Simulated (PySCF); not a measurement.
Ta(O)(F)(OH)2 (FH2O3Ta), SMILES [O]=[Ta]([OH])([OH])[F], multiplicity 1. Atoms are numbered in the order given.

```xyz
7

Ta     0.0114    -0.0113     0.0000
O      1.7403     0.0550     0.0000
F     -0.5111    -1.8372     0.0000
O     -0.6119     0.8902    -1.5619
H     -0.1836     1.3374    -2.3010
O     -0.6119     0.8902     1.5619
H     -0.1836     1.3374     2.3010
```
Charge 0, spin multiplicity 1.

The structure is a stationary point at B3LYP-D3(BJ)/def2-SVP. The spin state was assumed, not searched. The structure was generated by enumeration; whether it is a known compound was not checked. The def2 effective core potentials stand for the cores of Ta; spin–orbit coupling is left out. One conformer was computed; it need not be the lowest.

These are HF/def2-TZVP (PySCF) values and carry that method's errors.

ESP charges are fitted to the potential on shells at 1.4 to 2.0 van der Waals radii. Atomic charges (e):

```csv
atom,Mulliken,ESP fit,Löwdin
Ta1,2.09,1.89,1.21
O2,-0.70,-0.76,-0.45
F3,-0.53,-0.43,-0.34
O4,-0.82,-0.80,-0.39
H5,0.38,0.45,0.18
O6,-0.82,-0.80,-0.39
H7,0.38,0.45,0.18
```
